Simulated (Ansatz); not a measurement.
Species: CH₅GaN, charge 0, doublet. CH5GaN (SMILES [CH3][Ga][NH2], doublet).
B3LYP-D3(BJ)/def2-TZVP minimum from Ansatz (an electronic-structure program):
```xyz
8

Ga     0.2369     0.1743     0.2778
C     -0.6462     1.1116    -1.2803
H     -1.7212     1.1375    -1.0936
H     -0.4482     0.5282    -2.1814
H     -0.2745     2.1253    -1.4071
N     -0.0910    -1.6390     0.4089
H     -0.6607    -2.1575    -0.2442
H      0.2752    -2.2328     1.1351
```
Charge 0, spin multiplicity 2.

Atomisation energy term by term, kcal/mol (programs: Ansatz). Open shells are spin-unrestricted; no spin-orbit coupling. Cores are frozen in correlated methods (noble-gas shells, and filled d and f shells in the p block). No relativity. CBS(X,Y): correlation extrapolated as X^-3, Hartree-Fock from the larger set. A bracket is a step between two methods taken in the basis named. Where a partner has so few electrons that a lower coupled-cluster level is exact, that level stands in. The spin of CH5GaN ([CH3][Ga][NH2], doublet) was assumed, and the state is the lowest solution found for it.

```csv
term,basis,kcal/mol
Hartree-Fock,cc-pVQZ,436.29
CCSD correlation,"CBS(cc-pVTZ,cc-pVQZ)",164.95
(T),"CBS(cc-pVTZ,cc-pVQZ)",9.74
CCSDT(Q) - CCSD(T),cc-pVDZ,0.77
sum: De,,611.8
```
